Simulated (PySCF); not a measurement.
B(Cl)(NCO)(OH) (CHBClNO2), SMILES C(=O)=NB(O)Cl. Geometry optimised at PBE-D3(BJ)/def2-SVP. The structure was generated by enumeration, and PubChem lists no compound with its InChIKey, so it may never have been made. One conformer was computed; it need not be the lowest.

Task: Give the equilibrium geometry at PBE-D3(BJ)/def2-SVP (PySCF confirms it by a frequency run) as Cartesian coordinates in Å, and its point group. (Estimate from the structure and the level; the computed values follow.)

Result: This is not unique; one that fits is point group Cs.
```xyz
7

B      0.4746    -0.6138     0.0000
Cl    -1.0339    -1.5752     0.0000
N      0.4117     0.8047     0.0000
C      0.0012     1.9426     0.0000
O     -0.3470     3.0695     0.0000
O      1.6858    -1.2250     0.0000
H      1.6037    -2.1959     0.0000
```
Charge 0, spin multiplicity 1.
